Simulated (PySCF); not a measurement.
# Worked example for `CC#C[SiH2][AsH][SiH3]` (C3H9AsSi2): ionisation energy to the radical cation

These are calculated values, B3LYP-D3(BJ)/ma-def2-SVP in PySCF (grid level 2) at geometries from B3LYP-D3(BJ)/def2-SVP. The prefix ma- adds one diffuse s and one diffuse p function on all atoms but H. Zero-point energies come from unscaled GFN2-xTB harmonic frequencies. These were taken at the GFN2-xTB minima.

```csv
state,structure,E / Eh
parent,parent,-2934.131705
radical cation,parent,-2933.808721
radical cation,radical cation,-2933.833868
parent,radical cation,-2934.101791
```

Zero-point energy of the radical cation less that of the parent: -0.035 eV. 1 Eh = 27.2114 eV.

Q: Work out the vertical and adiabatic ionisation energy.

A: Vertical: (-2933.808721) − (-2934.131705) = 0.322984 Eh = 8.79 eV. Adiabatic: 0.297837 Eh = 8.104 eV, and 8.07 eV with zero-point energy.

Q: And the inner reorganisation energy of self-exchange?

A: The radical cation relaxes by 684.3 meV and the parent by 814.0 meV, so λ = 1498 meV.

Caveats: ma-def2-SVP is a small basis, whose errors can reach tens of kJ/mol; spin-orbit coupling is left out of the energies, which matters for open shells on the heavier atoms; atoms from Ga to Kr are treated without relativity; the run met its time limit, so the list is incomplete.
